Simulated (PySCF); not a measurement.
C2H7B. Atoms are numbered in the order given.

```xyz
10

B     -0.7552     0.9954     0.7413
H     -0.9086     1.3686     1.8705
H     -1.3710     1.5462    -0.1291
C      0.2242    -0.1703     0.4470
C      0.3866    -0.6269    -0.9960
H     -0.0753    -1.0078     1.0970
H      1.1940     0.1236     0.8805
H      0.7353     0.1919    -1.6298
H     -0.5656    -0.9686    -1.4089
H      1.1020    -1.4475    -1.0924
```

Geometry optimised at PBE0-D3(BJ)/def2-TZVP. A frequency run showed that this geometry is not a minimum.

All values below come from M06-2X/def2-TZVPD (PySCF).

Isolated molecule, no solvent.

- total energy: -105.22601 hartree
- highest occupied level: -10.06 eV
- lowest empty level: -0.38 eV
- orbital gap: 9.67 eV
- dipole moment: 0.61 D
- quadrupole, principal values (traceless, Buckingham form, about the centre of nuclear charge): -2.63, -0.23, 2.86 D·Å
- mean static polarisability: 40.9 bohr³ (6.06 Å³)
- polarisability, principal values: 35.0, 41.0, 46.6 bohr³
